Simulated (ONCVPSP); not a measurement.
# Which change was made? (Fe, ONCV)

ONCVPSP 4.0.1 input, shortened (lines: element, Z, core and valence counts, functional; n l f; lmax; l rc ep ncon nbas qcut; lloc lpopt rc5 dvloc0; l nproj debl; icmod fcfact rcfact), LDA (Perdew-Zunger), scalar-relativistic:

```
  Fe 26.00    5    2        3      upf
    1    0    2.00
    2    0    2.00
    2    1    6.00
    3    0    2.00
    3    1    6.00
    3    2    6.00
    4    0    2.00
    2
    0    1.90    0.00    4    7    4.20
    1    2.00    0.44    4    9    4.50
    2    1.30    0.00    3    8   13.50
    2    5    1.30    0.00
    0    2    2.80
    1    3    1.20
    2    0    2.10
    3    5.50    1.75
```

Cutoffs, loose and tight: the cutoffs (Ha) at which the residual kinetic energy of the hardest occupied pseudo-wave falls to 1 and 0.1 mHa per electron. They do not see the model core or the augmentation charge, which bear on the density cutoff. Test errors are all-electron minus pseudo excitation energies from the reference, over the configurations 3d6 4s1; 3d6 4s0; 3d5 4s0; 3d6 4s0 4p1; variants that change the core or the reference have their own tests. The largest error is taken over the tests solved by every variant that gives reliable tests at all, those not shown here included: 3d5 4s0; 3d6 4s0; 3d6 4s1.

The base gives: outcome: generated; cutoff, loose: 62 Ha; cutoff, tight: 71 Ha; bound ghosts: s, p; GHOST(+) flags above zero: s, p; largest test error (meV): -849.

(1) After one change the result is: outcome: failed: ERROR pspot: first pseudo wave function has node, program will stop. Which change was it?
A. s: qcut 2.8; p: qcut 3; d: qcut 9.1
B. s: qcut 3.6; p: qcut 3.9; d: qcut 11.6
C. s: qcut 5.4; p: qcut 5.8; d: qcut 17.4

Answers

(1) C. The others give: s: qcut 3.6; p: qcut 3.9; d: qcut 11.6 → outcome: generated; cutoff, loose: 52 Ha; cutoff, tight: 59 Ha; bound ghosts: s, p; GHOST(+) flags above zero: p; largest test error (meV): -854 | s: qcut 2.8; p: qcut 3; d: qcut 9.1 → outcome: generated; cutoff, loose: 40 Ha; cutoff, tight: 149 Ha; bound ghosts: s, p; GHOST(+) flags above zero: p; largest test error (meV): -882.
